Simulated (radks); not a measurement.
Results of a calculation; reference values are marked as such.
Problem. Successive ionisation energies (eV) of one element, from differences of total energies of ions in their ground configurations, starting at charge 7: 196.75, 222.15, 247.55, 285.48, 313.68. Code: a radial shooting solver on a logarithmic mesh with Libxc functionals. Model: scalar-relativistic Kohn-Sham, r2SCAN, spin-polarised, spherical densities, finite nucleus; open shells are filled with parallel spins first; meta-GGA in the generalised Kohn-Sham scheme; Fermi nuclear charge, rms radius 3.7057 fm. Which element is it?

Solution. Manganese (Z = 25). The first species listed is Mn7+ in [Ar], the last Mn11+ in [Ne] 3s2 3p2.
